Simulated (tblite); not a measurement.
Species: C₇H₁₀N (doublet state).
SMILES with atom numbers: `[CH3:1][N:2][C@@:3]12[CH:4]=[CH:5][CH2:6][C@@H:7]1[CH2:8]2` (hydrogens: H9, H10, H11 on C1; H12 on C4; H13 on C5; H14, H15 on C6; H16 on C7; H17, H18 on C8)

Computed geometry: GFN2-xTB, gas phase. This method treats the open shell by occupation alone, without spin polarisation.

(1) List the bond lengths, angles and torsions at this level.

Answers

(1) 
| bond | length (Å) | order |
| --- | --- | --- |
| C1–N2 | 1.418 | single |
| N2–C3 | 1.353 | single |
| C3–C4 | 1.487 | single |
| C4=C5 | 1.327 | double |
| C5–C6 | 1.503 | single |
| C6–C7 | 1.511 | single |
| C7–C8 | 1.475 | single |
| C3–C7 | 1.574 | single |
| C3–C8 | 1.541 | single |
| C1–H9, C1–H11 | 1.100 | single |
| C1–H10 | 1.090 | single |
| C4–H12 | 1.076 | single |
| C5–H13 | 1.077 | single |
| C6–H14 | 1.094 | single |
| C6–H15 | 1.093 | single |
| C7–H16 | 1.078 | single |
| C8–H17 | 1.080 | single |
| C8–H18 | 1.078 | single |

Bonds in one row agree within 0.01 Å and their mean is given. Orders are formal, as drawn. A selection of angles:
| angle | degrees |
| --- | --- |
| N2–C1–H9 | 111.1 |
| N2–C1–H10 | 108.0 |
| N2–C1–H11 | 112.9 |
| H9–C1–H10 | 108.0 |
| H10–C1–H11 | 109.8 |
| C1–N2–C3 | 118.2 |
| N2–C3–C4 | 126.6 |
| N2–C3–C7 | 120.0 |
| N2–C3–C8 | 116.5 |
| C4–C3–C7 | 103.6 |
| C4–C3–C8 | 112.8 |
| C7–C3–C8 | 56.5 |
| C3–C4–C5 | 112.2 |
| C3–C4–H12 | 121.8 |
| C5–C4–H12 | 126.0 |
| C4–C5–C6 | 113.0 |
| C4–C5–H13 | 125.9 |
| C6–C5–H13 | 121.1 |
| C5–C6–C7 | 104.1 |
| C5–C6–H14 | 111.2 |
| C5–C6–H15 | 110.7 |
| C7–C6–H14 | 111.8 |
| C7–C6–H15 | 111.4 |
| H14–C6–H15 | 107.6 |
| C6–C7–C8 | 117.5 |
| C6–C7–H16 | 119.6 |
| C8–C7–H16 | 119.0 |
| C3–C7–C6 | 106.8 |
| C3–C7–C8 | 60.6 |
| C3–C7–H16 | 117.9 |
| C7–C8–H17 | 119.1 |
| C7–C8–H18 | 117.8 |
| C3–C8–C7 | 62.8 |
| C3–C8–H17 | 116.2 |
| C3–C8–H18 | 114.7 |
| H17–C8–H18 | 115.6 |

Torsions: C1–N2–C3–C4 -3° (synperiplanar); N2–C3–C4–C5 143° (anticlinal); C3–C4–C5–C6 -2° (synperiplanar); C4–C5–C6–C7 4° (synperiplanar); C5–C6–C7–C8 60° (synclinal); C6–C7–C8–C3 -95° (anticlinal); N2–C3–C7–C6 -144° (anticlinal); N2–C3–C8–C7 -110° (anticlinal).

The 3-membered ring C3–C7–C8 has internal angles of 56.5° to 62.8°. The 5-membered ring C3–C4–C5–C6–C7 has internal angles of 103.6° to 113.0°; it is almost planar, 0.02 Å rms from its mean plane, widest ring torsion 5°. The C–C distances run from 1.327 Å (C4=C5, drawn double) to 1.574 Å (C3–C7, drawn single), a spread of 0.247 Å. Of the pairs four or more bonds apart, C4···H11 is among the closest relative to their van der Waals radii: 2.70 Å, 93 % of the sum of Bondi's values. C4 (carbon bonded to 2 C and H) is planar (angles 126.0°, 121.8° and 112.2°, sum 360.0°, 0.00 Å off the plane of its three neighbours). The 2 C–N bonds span 1.353 Å (N2–C3, drawn single) to 1.418 Å (C1–N2, drawn single), a spread of 0.065 Å. C5 (carbon bonded to 2 C and H) is planar (angles 125.9°, 121.1° and 113.0°, sum 360.0°, 0.00 Å off the plane of its three neighbours).

Point group: C1 (no symmetry element, even within 0.4 Å). Its GFN2-xTB frequencies are all real (lowest 99 cm⁻¹).

One conformer stands for the species.
